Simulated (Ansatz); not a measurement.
Reactions of C2H4AlFSi (`[F][Al]1[CH]=[C]1[SiH3]`).

Isolated molecules relaxed with PBE0-D4/def2-TZVP in Ansatz; ΔE leaves out vibrations. CBS: MP2 limit from def2 TZ/QZ plus the TZ coupled-cluster correction, frozen cores. This one scheme is used for every species. def2 core potentials past Kr. For Ga, Ge, Sn outer-core shells are correlated without core-valence functions, which leaves a few kJ/mol of doubt a bond. Scalar relativity is left out up to krypton. Each species was taken in one conformer, which may not be the lowest.

```
                                                                                               reaction  CCSD(T)/CBS(def2) (kcal/mol)
`[F][Al]1[CH]=[C]1[SiH3]` + `[CH3][Ga]([CH3])[OH]` → `[CH3][Ga]([CH3])[O][SiH3]` + `[F][Al]1[CH]=[CH]1`                         -22.0
            `[F][Al]1[CH]=[C]1[SiH3]` + `[OH][SnH2][Cl]` → `[SiH3][O][SnH2][Cl]` + `[F][Al]1[CH]=[CH]1`                         -21.8
      `[F][Al]1[CH]=[C]1[SiH3]` + `[OH][GeH]([F])[F]` → `[F][GeH]([F])[O][SiH3]` + `[F][Al]1[CH]=[CH]1`                         -20.3
                               `[F][Al]1[CH]=[C]1[SiH3]` + `N#CO` → `N#CO[SiH3]` + `[F][Al]1[CH]=[CH]1`                         -18.9
                       `[F][Al]1[CH]=[C]1[SiH3]` + `C=C(S)Cl` → `C=C(Cl)S[SiH3]` + `[F][Al]1[CH]=[CH]1`                             ?
```

(1) Fill in the missing values. (Estimate.)

Largest T1 diagnostic: 0.014, for `N#CO`.

## Answers

(1) Computed: `[F][Al]1[CH]=[C]1[SiH3]` + `C=C(S)Cl` → `C=C(Cl)S[SiH3]` + `[F][Al]1[CH]=[CH]1`: -10.3 kcal/mol.
